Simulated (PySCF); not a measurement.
Does the structure fit the spectrum?

A compound C₇H₉OPSi gives the data below (simulated from a calculation) and was assigned the structure `Cc1pccc(C=O)c1[SiH3]`.

13C{1H} NMR (computed): δ 149.0 (CH), 142.3 (C), 127.1 (CH), 118.1 (CH), 106.7 (C), 106.3 (C), -1.7 (CH3).

1H NMR (300 MHz, computed): δ 7.47 (m, 1H), 7.05 (m, 1H), 6.69 (m, 1H), 4.91 (m, 1H), 1.37 (m, 2H), 0.47 (m, 3H).

[PySCF 2.14.0 with density-fitted response routines: PBE0/pcSseg-1 with gauge-including orbitals; GFN2-xTB structure; one computed conformer; gas phase; equivalent nuclei averaged; non-relativistic Hamiltonian]

Shifts are taken against calculated references (same method and geometry level): 1H (σ = 31.72 ppm), 13C (σ = 186.93 ppm) vs TMS.

Problem. Compare with the shifts computed for the proposed structure, pairing carbons in order of shift.

Solution. Numbering as in the mapped SMILES `[CH3:1][c:2]1[p:3][cH:4][cH:5][c:6]([CH:7]=[O:8])[c:9]1[SiH3:10]`. Hydrogens are named by the atom that carries them.

```csv
atom,computed for proposal,given list,difference
C7,196.5,149.0,+47.5
C2,187.1,142.3,+44.8
C4,168.4,127.1,+41.3
C6,143.9,118.1,+25.8
C9,143.4,106.7,+36.7
C5,135.0,106.3,+28.7
C1,32.5,-1.7,+34.2
```

The rms difference is 37.7 ppm and the largest +47.5 ppm at C7 (aldehyde carbonyl carbon). The carbon types in order of shift don't match either: CH, C, CH, C, C, CH, CH3 for the proposal against CH, C, CH, CH, C, C, CH3 in the data. The proposal doesn't fit.

Problem. Which isomer fits?

Solution. `C1=COC(C#C[Si@@H](C)P)=C1`.

- δC 149.0: aromatic CH next to the ring oxygen.
- δC 142.3: substituted aromatic carbon next to the ring oxygen.
- δC 127.1, 118.1: aromatic CH.
- δC 106.7, 106.3: alkyne carbon.

Other isomers checked: CC(=O)c1cpccc1[SiH3] (rms 39.2 ppm).

The data come from this structure; uniqueness wasn't tested.

Splittings by 31P in the carbon and heteronuclear signals aren't shown, as no couplings were computed. Shifts are as computed. Against solution values, carbons near 30 ppm lie about +3 ppm off and those near 130 ppm about +5 ppm. Of 1211 compounds with measured shifts, 218 miss one by over three times the rms of a fit or turn the order of signals round; such compounds aren't used in these exercises. Multiplicities follow the n + 1 count of equivalent neighbours, as no J values were calculated; m marks all less simple cases, F and P coupling included.
